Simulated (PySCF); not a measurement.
Precursor series Cd CH3-Br. All species are isolated molecules in the gas phase. One relaxed conformer stands for each flexible species; it need not be the lowest.

Quantity: redistribution energy (mixed species minus the weighted end members), in kJ/mol.

Case: 1 of 2 CH3 replaced by Br: [Cd(CH3)(Br)]. The other species in the difference include [Cd(CH3)2] (neutral, multiplicity 1). Geometry of [Cd(CH3)(Br)] (neutral, multiplicity 1, Å):

```xyz
6

Cd     0.0087     0.0399     0.0231
C      2.0394    -0.2401     0.5279
H      2.5932    -0.6047    -0.3580
H      2.1180    -0.9840     1.3434
H      2.4725     0.7214     0.8633
Br    -2.3422     0.3642    -0.5614
```

Question: What redistribution energy (mixed species minus the weighted end members) does B3LYP-D3(BJ)/def2-TZVP // PBE-D3(BJ)/def2-SVP (PySCF) give?

Answer: -17.23 kJ/mol.
